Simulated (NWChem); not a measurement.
Species: CH$_{3}$OS, doublet; SMILES [S](=O)C

In the optimisation the excess spin sits in a" (Cs, its own frame). B3LYP is NWChem's, with the RPA form of VWN correlation.

### Question
Give the equilibrium geometry at B3LYP/6-31G* (spherical d), spin-unrestricted (NWChem) as an XYZ file, with the point group.

### Answer
point group Cs; any orientation.
```
6

C      0.3393     1.4001     0.0000
S     -0.5175    -0.2170     0.0000
O      0.5802    -1.2860     0.0000
H      0.9628     1.4863     0.8943
H     -0.4237     2.1854     0.0000
H      0.9628     1.4863    -0.8943
```
